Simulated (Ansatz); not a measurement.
Relaxation of AlF3H4OSi (10 atoms, charge 0, multiplicity 1), to a largest force component of 0.03 eV/Å in at most 50 steps.

Method: RKS PBE-D4/cc-pVDZ (Ansatz).

```xyz
10
Properties=species:S:1:pos:R:3
Al -0.039 -0.229 0.078
O -0.101 -0.184 1.839
Si -1.335 -0.509 2.980
H -2.453 -1.304 2.356
H -0.720 -1.273 4.122
H -1.868 0.813 3.478
F 1.461 -0.328 -0.693
F -1.476 -0.338 -0.807
F 0.093 2.512 0.928
H 0.184 1.999 1.706
```

**Question.** Where does it end, and by what steps?

**Answer.** The forces met the threshold. The force dipped under the threshold on the way, but the program's further checks kept it going. After 36 steps the energy has fallen by 1.414 eV; H10 moved furthest, 1.79 Å. Parted: F9–H10 (0.94 → 3.20 Å). Joined: Al1–F9 (2.87 → 1.70 Å), O2–H10 (2.21 → 0.98 Å).

```json
{"step": "0", "energy less start (eV)": "0.0000", "largest force component (eV/Å)": "0.637", "accepted": "yes"}
{"step": "2", "energy less start (eV)": "-0.3987", "largest force component (eV/Å)": "0.717", "accepted": "yes"}
{"step": "4", "energy less start (eV)": "-0.5664", "largest force component (eV/Å)": "0.532", "accepted": "yes"}
{"step": "6", "energy less start (eV)": "-0.6599", "largest force component (eV/Å)": "0.592", "accepted": "yes"}
{"step": "8", "energy less start (eV)": "-0.7984", "largest force component (eV/Å)": "1.035", "accepted": "yes"}
{"step": "10", "energy less start (eV)": "-0.9265", "largest force component (eV/Å)": "0.739", "accepted": "yes"}
{"step": "12", "energy less start (eV)": "-1.1730", "largest force component (eV/Å)": "1.038", "accepted": "yes"}
{"step": "14", "energy less start (eV)": "-1.2633", "largest force component (eV/Å)": "0.592", "accepted": "yes"}
{"step": "16", "energy less start (eV)": "-1.3054", "largest force component (eV/Å)": "0.229", "accepted": "yes"}
{"step": "18", "energy less start (eV)": "-1.3255", "largest force component (eV/Å)": "0.403", "accepted": "yes"}
{"step": "20", "energy less start (eV)": "-1.3437", "largest force component (eV/Å)": "0.429", "accepted": "yes"}
{"step": "22", "energy less start (eV)": "-1.3649", "largest force component (eV/Å)": "0.348", "accepted": "yes"}
{"step": "24", "energy less start (eV)": "-1.3844", "largest force component (eV/Å)": "0.228", "accepted": "yes"}
{"step": "26", "energy less start (eV)": "-1.3979", "largest force component (eV/Å)": "0.169", "accepted": "yes"}
{"step": "28", "energy less start (eV)": "-1.4040", "largest force component (eV/Å)": "0.220", "accepted": "yes"}
{"step": "30", "energy less start (eV)": "-1.4077", "largest force component (eV/Å)": "0.252", "accepted": "yes"}
{"step": "32", "energy less start (eV)": "-1.4124", "largest force component (eV/Å)": "0.025", "accepted": "yes"}
{"step": "34", "energy less start (eV)": "-1.4135", "largest force component (eV/Å)": "0.050", "accepted": "yes"}
{"step": "36", "energy less start (eV)": "-1.4137", "largest force component (eV/Å)": "0.022", "accepted": "yes"}
```

```xyz
10
Properties=species:S:1:pos:R:3
Al -0.091 0.579 0.084
O 0.077 0.210 1.973
Si -1.395 -0.396 2.795
H -1.690 -1.764 2.275
H -0.901 -0.459 4.219
H -2.494 0.609 2.670
F 1.067 -0.381 -0.707
F -1.700 -0.050 0.183
F 0.078 2.266 -0.051
H 0.794 0.544 2.545
```

Whether the end is a true minimum wasn't checked by a vibrational analysis.

Time of the run: 45 s on 4 threads of Arm Neoverse V2 (shared host), peak memory 0.17 GiB.
